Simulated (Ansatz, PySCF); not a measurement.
Energy difference R1 → P1, each structure at its B3LYP-D3(BJ)/def2-TZVP stationary point, reached from a drawn start; harmonic modes at that level show minima.
R1, C2H4F2 (SMILES FCCF) (charge 0, multiplicity 1):
```xyz
8

F     -1.354     0.849    -0.751
C     -0.744    -0.108     0.053
C      0.752    -0.007    -0.044
F      1.210     1.136     0.603
H     -1.069    -1.095    -0.290
H     -1.076     0.054     1.080
H      1.211    -0.875     0.437
H      1.069     0.046    -1.088
```
P1, C2H4F2 (SMILES FCCF) (charge 0, multiplicity 1):
```xyz
8

F     -1.36948     0.88079    -0.72149
C     -0.74973    -0.08332     0.06983
C      0.74976     0.08329    -0.06987
F      1.36951    -0.88041     0.72195
H     -1.06794    -1.06892    -0.27423
H     -1.06533     0.06402     1.10410
H      1.06550    -0.06452    -1.10404
H      1.06782     1.06908     0.27376
```

P less R. No zero-point or thermal terms. One arrangement of each flexible species, with no search for the lowest.

Cores are frozen in the correlated methods.

The values were computed with Ansatz (Gaussian basis) for Hartree–Fock, density functionals and correlated methods; PySCF for the D3/D4 terms. No computed number here is a measurement.

Problem. Predict the reaction energy from HF/cc-pVTZ.

Solution. 0.2 kcal/mol

Problem. Estimate the reaction energy that BLYP-D3(BJ)/def2-TZVPP returns for this input.

Solution. 1.0 kcal/mol

Problem. What reaction energy does B2PLYP/def2-TZVPP give?

Solution. 0.9 kcal/mol

Ansatz is a quantum-chemistry and plane-wave program.
